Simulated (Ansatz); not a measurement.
`BN(C=C)[SiH2][SiH3]` + H₂Te → `[SiH3][SiH2][TeH]` + `BNC=C` at 700 K and 1 bar (ligand exchange at the Si–N bond).

Program: Ansatz. Geometries: PBE0-D4/def2-TZVP. ΔE: electronic, gas phase. CCSD(T)/CBS is the MP2 limit (def2-TZVPP, def2-QZVPP) plus CCSD(T) − MP2 in def2-TZVPP, frozen cores. Elements past krypton have def2 core potentials. For Te outer-core shells are correlated without core-valence functions, which leaves a few kJ/mol of doubt a bond. Each species was taken in one conformer, which may not be the lowest.

```
              species  CCSD(T)/CBS energy (Eh)  H − E (kJ/mol)  S (J/(mol·K))
`BN(C=C)[SiH2][SiH3]`               -739.79097           411.4          571.2
                 H₂Te               -268.91024            57.2          261.6
  `[SiH3][SiH2][TeH]`               -849.49595           202.7          479.3
              `BNC=C`               -159.21916           276.1          378.5
```

H − E and S are ideal-gas, rigid-rotor, harmonic terms from PBE0-D4/def2-TZVP, for one conformer and one mirror image of each species. 1 Eh = 2625.50 kJ/mol, R = 8.31446 J/(mol·K).

Question: By hand: ΔE, ΔH, ΔS and ΔG.

Answer: ΔE = (-849.49595) + (-159.21916) − (-739.79097) − (-268.91024) = -0.01390 Eh = -36.5 kJ/mol. Δ(H − E) = 202.7 + 276.1 − 411.4 − 57.2 = 10.2, so ΔH = -26.3 kJ/mol. ΔS = 479.3 + 378.5 − 571.2 − 261.6 = 25.0 J/(mol·K). ΔG = -26.3 − 700 × (25.0)/1000 = -43.8 kJ/mol.

Question: By hand: the equilibrium constant, and the temperature at which ΔG would vanish if ΔH and ΔS stayed fixed.

Answer: log₁₀ K = −ΔG/(RT ln 10) = 3.3. ΔH and −TΔS have one sign here, so there is no such temperature.

TΔS isn't small against ΔH here. A doubt of 5 kJ/mol in ΔE shifts log₁₀ K by 0.4 here. Other conformers and mirror images would add mixing entropy, several J/(mol·K) or more a flexible species. Modes under 60 cm⁻¹, often nearly free rotors, make the harmonic entropy too high. These are equilibria of isolated gas molecules and say nothing of rates. Largest T1 diagnostic: 0.014 (customary marks: 0.02 for closed shells, 0.045 for open ones).
